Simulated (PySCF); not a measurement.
`InChI=1S/C4H5F3SSi/c5-4(6,7)3-1-9-2-8-3/h1H,2,9H2`

Geometry (Å), atoms numbered from 1 in this order:
```xyz
14

F     2.8070   -0.9848    0.8679
C     2.2966   -0.3173   -0.1815
F     2.6698   -0.9948   -1.2787
F     2.9443    0.8576   -0.2278
C     0.8098   -0.1449   -0.0794
C     0.2029    1.0394    0.0545
Si   -1.6608    0.9525    0.1861
C    -1.7599   -0.9590    0.0401
S    -0.0785   -1.6455   -0.1282
H     0.7923    1.9405    0.0800
H    -2.1680    1.3894    1.4873
H    -2.3419    1.5929   -0.9394
H    -2.3162   -1.2924   -0.8323
H    -2.1980   -1.4340    0.9142
```

The calculation used GIAO PBE/pcSseg-1 magnetisability, rotational g tensor and spin-rotation constants, non-relativistic, gas phase in PySCF 2.14.0. Geometry: GFN2-xTB.

Q: Give the nuclear spin-rotation constants along the inertial axes (H = +C I·J) beside the isotropic shieldings.

A: Rotational constants 2.1986, 0.8053, 0.6646 GHz. A star marks the isotopologue with that one atom substituted, in its own axes.
```tsv
atom	isotope	Caa (kHz)	Cbb (kHz)	Ccc (kHz)	mean (kHz)	σ (ppm)
F1	19F	3.471	1.139	0.861	1.823	221.6
F3	19F	3.405	1.092	0.875	1.791	225.4
F4	19F	3.313	0.901	0.910	1.708	238.5
H10	1H	-0.116	0.049	-0.085	-0.051	25.6
H11	1H	-0.134	-0.063	0.008	-0.063	26.3
H12	1H	-0.131	-0.062	0.007	-0.062	26.3
H13	1H	-0.195	-0.057	-0.019	-0.090	29.1
H14	1H	-0.196	-0.057	-0.019	-0.090	29.2
C2	13C*	0.750	0.243	0.213	0.402	47.1
C5	13C*	1.077	0.319	0.149	0.515	19.3
C6	13C*	0.868	0.286	0.092	0.415	67.7
Si7	29Si*	-1.314	-0.456	-0.487	-0.752	347.8
C8	13C*	0.236	0.123	0.113	0.157	167.0
S9	33S*	0.639	0.247	0.251	0.379	353.0
```
For the geometry as given, no vibrational averaging.
